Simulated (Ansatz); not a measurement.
Born–Oppenheimer molecular dynamics of FH₅N₂Si (9 atoms, charge 0, multiplicity 1). It starts from a relaxed structure.

Computed with RKS B3LYP-D4/def2-SVP in Ansatz.

| Item | Value |
| --- | --- |
| ensemble | NVT, Langevin thermostat |
| time step | 0.5 fs |
| steps asked | 150 |
| set temperature | 200 K |
| friction | 0.02 /fs |
| seed | 598451 |

Frames 5 fs apart, positions in Å, forces in eV/Å.

Velocities at 15 fs (Å/ps):

```
Si 3.53 0.50 0.29
H -16.26 -13.86 -18.95
N 1.08 -4.00 -0.85
H -3.51 -3.85 7.31
H 4.16 3.00 2.04
N 0.96 -0.26 3.47
H -0.76 6.13 -12.78
H 4.23 0.68 20.92
F -2.93 1.53 -4.92
```

```xyz
9
Properties=species:S:1:pos:R:3:forces:R:3 time_fs=15 energy_less_start_eV=0.079 T=136
Si 0.047 0.006 -0.063 -1.00 0.29 0.19
H -0.015 -0.288 1.424 0.06 -0.13 -0.55
N 1.676 0.103 -0.510 0.92 -0.51 0.47
H 2.436 -0.395 -0.010 -0.70 0.49 -0.64
H 1.920 0.453 -1.432 0.18 -0.09 0.08
N -0.715 1.456 -0.621 -0.31 0.65 0.35
H -1.739 1.466 -0.722 0.52 -0.13 -0.01
H -0.417 2.366 -0.239 -0.06 -0.56 -0.25
F -0.881 -1.110 -0.841 0.38 -0.01 0.36
9
Properties=species:S:1:pos:R:3:forces:R:3 time_fs=20 energy_less_start_eV=0.139 T=85
Si 0.064 0.006 -0.061 -2.10 -0.10 -1.47
H -0.089 -0.371 1.334 0.26 -0.20 0.63
N 1.684 0.095 -0.511 -0.72 0.39 -0.05
H 2.384 -0.397 -0.021 1.12 -0.66 0.49
H 1.951 0.462 -1.407 0.23 0.12 -0.36
N -0.710 1.460 -0.606 1.11 -0.64 0.23
H -1.692 1.464 -0.780 -0.80 -0.02 -0.10
H -0.397 2.310 -0.177 0.07 0.70 0.13
F -0.898 -1.106 -0.866 0.83 0.42 0.51
9
Properties=species:S:1:pos:R:3:forces:R:3 time_fs=25 energy_less_start_eV=0.145 T=108
Si 0.066 0.004 -0.073 -1.83 -0.88 -0.25
H -0.095 -0.437 1.369 0.39 0.17 -0.44
N 1.694 0.095 -0.509 1.43 -0.85 0.86
H 2.439 -0.449 -0.018 -0.91 0.63 -0.63
H 2.013 0.463 -1.397 -0.06 0.06 -0.10
N -0.698 1.447 -0.591 -0.48 0.80 0.16
H -1.706 1.424 -0.854 1.12 0.18 0.41
H -0.373 2.340 -0.182 -0.53 -0.56 -0.47
F -0.905 -1.101 -0.880 0.86 0.45 0.46
9
Properties=species:S:1:pos:R:3:forces:R:3 time_fs=30 energy_less_start_eV=0.109 T=191
Si 0.055 -0.009 -0.085 -0.16 -0.78 0.55
H 0.020 -0.486 1.375 0.01 0.27 -0.75
N 1.709 0.083 -0.495 -0.91 1.01 -1.16
H 2.401 -0.465 -0.070 1.16 -1.01 0.82
H 2.040 0.474 -1.384 -0.29 -0.14 0.37
N -0.685 1.438 -0.565 0.77 -0.24 0.12
H -1.623 1.416 -0.872 -1.28 0.04 -0.38
H -0.390 2.341 -0.266 0.27 0.79 0.23
F -0.902 -1.090 -0.886 0.42 0.07 0.19
9
Properties=species:S:1:pos:R:3:forces:R:3 time_fs=35 energy_less_start_eV=0.130 T=75
Si 0.049 -0.028 -0.088 1.41 0.24 -0.53
H 0.126 -0.484 1.273 -0.32 -0.32 0.96
N 1.728 0.079 -0.490 -0.03 -0.76 0.71
H 2.443 -0.530 -0.041 -0.75 0.66 -0.57
H 2.018 0.471 -1.372 0.26 0.04 -0.29
N -0.669 1.428 -0.550 -1.27 1.39 -0.35
H -1.653 1.420 -0.882 0.92 0.02 0.33
H -0.358 2.384 -0.330 -0.08 -0.74 -0.07
F -0.891 -1.081 -0.885 -0.16 -0.52 -0.19
9
Properties=species:S:1:pos:R:3:forces:R:3 time_fs=40 energy_less_start_eV=0.093 T=83
Si 0.056 -0.044 -0.089 1.46 0.51 0.53
H 0.154 -0.529 1.331 -0.39 0.08 -0.24
N 1.734 0.070 -0.497 -1.21 0.43 -0.42
H 2.417 -0.512 -0.059 0.55 -0.38 0.18
H 2.019 0.473 -1.387 0.13 -0.16 0.13
N -0.667 1.429 -0.544 0.38 -0.32 0.20
H -1.611 1.422 -0.860 -0.82 0.12 -0.25
H -0.303 2.347 -0.378 0.22 0.46 0.16
F -0.883 -1.083 -0.886 -0.32 -0.73 -0.29
9
Properties=species:S:1:pos:R:3:forces:R:3 time_fs=45 energy_less_start_eV=0.105 T=143
Si 0.079 -0.059 -0.085 0.13 0.62 0.75
H 0.143 -0.566 1.359 -0.24 0.26 -0.70
N 1.719 0.078 -0.510 1.34 -0.83 0.36
H 2.455 -0.526 -0.094 -0.85 0.52 -0.20
H 2.072 0.449 -1.382 -0.22 0.17 -0.26
N -0.666 1.421 -0.539 0.00 0.38 0.13
H -1.637 1.446 -0.863 0.46 0.11 0.20
H -0.224 2.338 -0.419 -0.38 -0.49 -0.04
F -0.870 -1.094 -0.882 -0.25 -0.75 -0.24
9
Properties=species:S:1:pos:R:3:forces:R:3 time_fs=50 energy_less_start_eV=0.078 T=150
Si 0.102 -0.067 -0.074 -1.15 0.98 -0.67
H 0.087 -0.541 1.307 0.02 -0.13 0.44
N 1.719 0.091 -0.516 0.71 0.10 -0.55
H 2.413 -0.504 -0.100 0.38 -0.27 0.26
H 2.046 0.438 -1.420 -0.29 -0.04 0.22
N -0.664 1.410 -0.539 0.31 -0.60 0.27
H -1.631 1.487 -0.807 -0.26 -0.07 -0.02
H -0.206 2.295 -0.459 0.24 0.58 0.11
F -0.851 -1.115 -0.878 0.03 -0.54 -0.07
9
Properties=species:S:1:pos:R:3:forces:R:3 time_fs=55 energy_less_start_eV=0.107 T=155
Si 0.111 -0.072 -0.071 -1.40 0.79 -0.30
H 0.008 -0.532 1.350 0.27 0.05 -0.20
N 1.738 0.104 -0.527 -0.36 -0.42 0.86
H 2.384 -0.537 -0.083 0.45 0.08 -0.32
H 1.957 0.419 -1.455 0.39 -0.01 -0.41
N -0.659 1.401 -0.551 0.25 0.38 0.17
H -1.654 1.541 -0.720 0.27 -0.27 0.10
H -0.171 2.293 -0.478 -0.10 -0.20 0.06
F -0.833 -1.136 -0.882 0.24 -0.39 0.06
9
Properties=species:S:1:pos:R:3:forces:R:3 time_fs=60 energy_less_start_eV=0.114 T=138
Si 0.112 -0.067 -0.068 -1.36 0.43 -0.05
H -0.020 -0.510 1.375 0.32 0.13 -0.48
N 1.744 0.110 -0.530 0.33 -0.67 0.32
H 2.422 -0.565 -0.135 -0.29 0.64 -0.60
H 1.912 0.392 -1.500 0.24 -0.24 0.37
N -0.651 1.401 -0.567 0.24 0.29 0.17
H -1.651 1.581 -0.638 0.22 -0.30 0.05
H -0.132 2.272 -0.515 -0.02 -0.01 0.07
F -0.814 -1.156 -0.878 0.33 -0.25 0.16
9
Properties=species:S:1:pos:R:3:forces:R:3 time_fs=65 energy_less_start_eV=0.117 T=226
Si 0.102 -0.050 -0.064 -0.83 -0.13 -1.07
H 0.017 -0.465 1.314 0.06 -0.22 0.84
N 1.737 0.109 -0.522 -0.68 0.67 -0.60
H 2.445 -0.523 -0.261 1.00 -1.04 0.78
H 1.879 0.312 -1.502 -0.01 0.31 -0.36
N -0.637 1.405 -0.579 0.00 0.12 0.12
H -1.635 1.583 -0.532 0.07 -0.09 -0.04
H -0.094 2.251 -0.495 0.04 0.34 0.04
F -0.793 -1.179 -0.870 0.36 0.04 0.28
9
Properties=species:S:1:pos:R:3:forces:R:3 time_fs=70 energy_less_start_eV=0.154 T=156
Si 0.080 -0.032 -0.063 0.40 -1.08 0.15
H 0.060 -0.475 1.354 -0.13 0.12 0.08
N 1.727 0.113 -0.518 1.61 -1.00 -0.74
H 2.521 -0.548 -0.279 -1.53 0.94 0.03
H 1.818 0.279 -1.531 0.03 0.18 0.38
N -0.617 1.418 -0.587 0.00 1.10 0.16
H -1.611 1.581 -0.448 0.02 0.10 -0.12
H -0.062 2.273 -0.440 -0.45 -0.44 -0.08
F -0.765 -1.199 -0.850 0.06 0.08 0.15
```

Of the whole run (75 fs, mean temperature of the second half 147 K): The mean temperature of the second half is 26 % below the set value. A run of 0.075 ps of so small a system gives no equilibrium averages.

Run time: 7.1 min on 1 thread of Arm Neoverse V1, with other jobs on the host, peak memory 0.15 GiB.
